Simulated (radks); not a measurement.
Problem. Neutral beryllium, [He] 2s2. Calculated with a radial shooting solver on a logarithmic mesh with Libxc functionals: non-relativistic Kohn-Sham, PBE, spin-polarised, spherical densities, point nucleus. Every spin shell is full or empty, so the densities are truly spherical. Functionals are evaluated on that one density, not self-consistently. Rank these orbital-free kinetic functionals by their error against the exact value of the orbitals, and give that value: Thomas-Fermi, von Weizsacker, TF + vW, TF + vW/9, TF + vW/5, LC94, APBEK, revAPBEK, Perdew 92, Thakkar, Pearson, LKT, PG1, DePristo-Kress, Ernzerhof.

Solution. Exact: 14.5583 hartree. From best to worst, with 100 (|E| - |E exact|)/|E exact| (equal figures are ties): LC94 +0.14, APBEK +0.14, TF + vW/9 +0.18, Perdew 92 +0.20, Thakkar +0.38, revAPBEK +0.97, DePristo-Kress -1.34, Ernzerhof +2.29, Pearson -4.16, von Weizsacker -6.46, TF + vW/5 +8.49, Thomas-Fermi -10.21, PG1 +46.94, LKT +54.36, TF + vW +83.33.
